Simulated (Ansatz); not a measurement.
`C[Si](C)(C)[Si](C)(C)[Si](C)(C)[Si](C)(C)[Si](C)(C)C`, relaxed as a singlet with RKS PBE-D4/def2-SVP in Ansatz, starting from the GFN2-xTB geometry. Force threshold 0.03 eV/Å.

Single mean-field runs in def2-SVP are fitted with def2-universal-jkfit.

Start:

```xyz
53

C     5.3769   -0.1026   -0.4947
Si    3.6451    0.4094   -1.1443
C     3.5892   -0.0053   -3.0130
C     3.5376    2.3135   -0.9751
Si    1.8221   -0.6095   -0.0351
C     1.7262    0.0829    1.7522
C     2.1767   -2.4814    0.2001
Si   -0.3335   -0.3895   -0.9893
C    -0.3530   -1.4351   -2.6028
C    -0.4951    1.4212   -1.6062
Si   -2.2621   -0.8654    0.3156
C    -3.6835   -1.5219   -0.8019
C    -1.8101   -2.3666    1.4249
Si   -3.1017    0.8817    1.6598
C    -3.8967    2.2553    0.5906
C    -4.4224    0.3061    2.9244
C    -1.6841    1.6830    2.6619
H     6.1775    0.3976   -1.0344
H     5.5345   -1.1727   -0.5932
H     5.4851    0.1481    0.5568
H     3.5930   -1.0786   -3.1787
H     4.4403    0.4096   -3.5457
H     2.6911    0.3928   -3.4757
H     2.5997    2.6912   -1.3705
H     4.3418    2.8138   -1.5076
H     3.5973    2.6168    0.0659
H     1.5174    1.1476    1.7501
H     0.9413   -0.4007    2.3256
H     2.6576   -0.0642    2.2908
H     3.1146   -2.6542    0.7198
H     1.3926   -2.9580    0.7804
H     2.2328   -2.9936   -0.7551
H    -0.2927   -2.4964   -2.3831
H    -1.2629   -1.2706   -3.1722
H     0.4840   -1.1879   -3.2498
H     0.2776    1.6624   -2.3300
H    -0.4061    2.1276   -0.7870
H    -1.4527    1.5971   -2.0867
H    -3.3629   -2.3894   -1.3712
H    -4.5521   -1.8180   -0.2196
H    -4.0060   -0.7659   -1.5112
H    -2.6647   -2.7138    1.9980
H    -1.4583   -3.2046    0.8299
H    -1.0246   -2.1146    2.1305
H    -4.3086    3.0573    1.1972
H    -4.7037    1.8597   -0.0186
H    -3.1675    2.6970   -0.0814
H    -5.2710   -0.1501    2.4229
H    -4.0093   -0.4331    3.6044
H    -4.8005    1.1290    3.5261
H    -0.9247    2.0969    2.0058
H    -1.1966    0.9573    3.3055
H    -2.0447    2.4889    3.2949
```

| step | energy (eV) | largest force component (eV/Å) | SCF passes |
| --- | --- | --- | --- |
| 1 | -52364.2225 | 0.897 | 18 |
| 2 | -52364.7257 | 0.368 | 18 |
| 3 | -52364.7933 | 0.122 | 19 |
| 4 | -52364.8025 | 0.032 | 19 |
| 5 | -52364.8042 | 0.004 | 20 |
| 6 | -52364.8051 | 0.008 | 19 |

Force components are those of the run's own axes.

End:

Cartesian coordinates in Å:
```
C 5.158 -0.164 -0.437
Si 3.480 0.422 -1.119
C 3.380 -0.011 -2.969
C 3.358 2.310 -0.913
Si 1.739 -0.622 0.083
C 1.729 0.085 1.857
C 2.071 -2.502 0.169
Si -0.311 -0.290 -1.036
C -0.313 -1.419 -2.580
C -0.489 1.523 -1.614
Si -2.146 -0.904 0.321
C -3.578 -1.476 -0.813
C -1.663 -2.363 1.458
Si -2.949 0.897 1.615
C -3.756 2.183 0.468
C -4.267 0.236 2.820
C -1.571 1.744 2.613
H 5.999 0.326 -0.972
H 5.275 -1.261 -0.551
H 5.256 0.077 0.642
H 3.399 -1.109 -3.128
H 4.235 0.428 -3.525
H 2.445 0.380 -3.421
H 2.394 2.696 -1.302
H 4.177 2.822 -1.461
H 3.431 2.599 0.155
H 1.552 1.179 1.854
H 0.936 -0.384 2.475
H 2.705 -0.101 2.353
H 3.043 -2.707 0.665
H 1.277 -3.024 0.742
H 2.107 -2.947 -0.847
H -0.235 -2.486 -2.290
H -1.252 -1.292 -3.159
H 0.539 -1.185 -3.252
H 0.309 1.784 -2.341
H -0.415 2.228 -0.761
H -1.467 1.689 -2.110
H -3.272 -2.346 -1.431
H -4.464 -1.776 -0.215
H -3.890 -0.664 -1.500
H -2.530 -2.686 2.071
H -1.321 -3.235 0.863
H -0.842 -2.080 2.149
H -4.192 3.016 1.058
H -4.573 1.728 -0.131
H -3.018 2.614 -0.237
H -5.100 -0.250 2.271
H -3.835 -0.514 3.514
H -4.696 1.059 3.431
H -0.790 2.162 1.945
H -1.074 1.035 3.307
H -1.985 2.578 3.218
```

By distances, no bond broke or formed. The bond that changes most is C6–H29, from 1.09 to 1.11 Å (atoms count from 1).

The force fell under the threshold at step 5, but the optimiser went on. No frequencies were taken in this run, so the end may be a saddle point.

It took 21 s on 2 threads of AMD EPYC 7R13 on a shared host and a share (18 GiB) of an NVIDIA H100 80GB HBM3.
